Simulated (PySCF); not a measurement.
C2H3BrSi, SMILES C#C[SiH2]Br, singlet at its PBE0/def2-SVP optimised geometry (Å):

```
7

C      1.3700     0.5559     0.0000
C      0.1533     0.5559     0.0000
Si    -1.6729     0.5724     0.0034
Br    -2.4462    -1.4753    -0.3985
H      2.4462     0.5551    -0.0001
H     -2.1710     1.4753    -1.0675
H     -2.1708     1.0035     1.3361
```

Calculation: PBE0/def2-TZVP (PySCF 2.14.0).

Map of the electrostatic potential (hartree/e), clipped to [-0.08, 0.12] on the plane z = 1.5 Å:

```
|11111111111111111111111111111|
|11111111111111111111111111111|
|11111111111111111111111111111|
|11111111111111111111111111111|
|11111111221111111111111111111|
|11111122222211111111111111111|
|11111222222211110011111122222|
|11112222222221100001111222222|
|11122234433221100001112222222|
|11122489964321100001122222222|
|11123699995432100001122222222|
|11123899996432100001222332222|
|11123699997532100011222333222|
|11122369987542100011222332222|
|11112235666532100001122222222|
|11111223455432100001122222222|
|11111122333321000000112222222|
|00001112222211000000111222222|
|00000011111111000000111112222|
|00000000000000000000111111111|
|00000000000000000001111111111|
|00000000000000000001111111111|
|00000000000000000001111111111|
|00000000000000000011111111111|
|00000000000000000111111111111|
|10000000000000000111111111111|
|11000000000000001111111111111|
|11110000000000011111111111111|
|11111110000001111111111111111|
```
Scale: ten equal steps from -0.020 (start of '0') to 0.120 (end of '9'), in the order '0123456789'; x runs from -4.50 to 4.50, y from -4.50 (bottom) to 4.50 (top).
